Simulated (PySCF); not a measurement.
# Energy of As⁺ (arsenic, charge +1) between two integer charges

The 4p alpha orbital of [Ar] 3d10 4s2 4p2 is emptied in steps (occupation f), with all orbitals relaxed, ending at [Ar] 3d10 4s2 4p1. All numbers are calculated (PySCF 2.14, no relativity, point nucleus, in aug-pcseg-2). The exact energy is a straight line in f; departures are measured from the line between the end points of the same method.

```tsv
f	UHF (eV)	LDA (eV)	PBE (eV)	PBE0 (eV)	r2SCAN (eV)	LC-wPBE (eV)	BHandHLYP (eV)	wB97X (eV)	BLYP (eV)	B3LYP (eV)
1	0.000	0.000	0.000	0.000	0.000	0.000	0.000	0.000	0.000	0.000
0.9	0.041	-0.415	-0.402	-0.292	-0.383	-0.047	-0.191	-0.075	-0.412	-0.324
0.7	0.095	-0.972	-0.940	-0.680	-0.887	-0.106	-0.446	-0.177	-0.963	-0.756
0.5	0.112	-1.160	-1.118	-0.807	-1.044	-0.122	-0.531	-0.213	-1.149	-0.900
0.3	0.092	-0.975	-0.938	-0.674	-0.864	-0.098	-0.445	-0.181	-0.965	-0.755
0.1	0.039	-0.418	-0.400	-0.287	-0.364	-0.040	-0.191	-0.079	-0.413	-0.323
0	0.000	0.000	0.000	0.000	0.000	0.000	0.000	0.000	0.000	0.000
```

```tsv
method	E(f=0) − E(f=1) (eV)	−ε at f=1 (eV)	−ε at f=0.5 (eV)
UHF	17.983	18.446	17.974
LDA	18.669	14.068	18.658
PBE	18.512	14.044	18.518
PBE0	18.566	15.318	18.584
r2SCAN	18.735	14.475	18.804
LC-wPBE	18.673	18.148	18.696
BHandHLYP	18.427	16.303	18.429
wB97X	18.370	17.534	18.359
BLYP	18.334	13.767	18.328
B3LYP	18.535	14.942	18.537
```

Orbital energy along the path (eV):

```csv
f,UHF,LDA,PBE,PBE0,r2SCAN,LC-wPBE,BHandHLYP,wB97X,BLYP,B3LYP
1,-18.446,-14.068,-14.044,-15.318,-14.475,-18.148,-16.303,-17.534,-13.767,-14.942
0.9,-18.347,-14.972,-14.932,-15.971,-15.344,-18.263,-16.727,-17.698,-14.667,-15.656
0.7,-18.157,-16.804,-16.721,-17.280,-17.085,-18.486,-17.577,-18.027,-16.488,-17.092
0.5,-17.974,-18.658,-18.518,-18.584,-18.804,-18.696,-18.429,-18.359,-18.328,-18.537
0.3,-17.800,-20.524,-20.310,-19.872,-20.455,-18.884,-19.278,-18.701,-20.174,-19.980
0.1,-17.633,-22.386,-22.079,-21.129,-21.999,-19.039,-20.122,-19.065,-22.010,-21.411
0,-17.552,-23.306,-22.952,-21.744,-22.743,-19.096,-20.544,-19.257,-22.918,-22.118
```

Reference removal energy between the ground levels: 18.589 eV (measured; NIST Atomic Spectra Database, ionization energies). The calculation has no spin-orbit coupling. UHF lacks correlation.
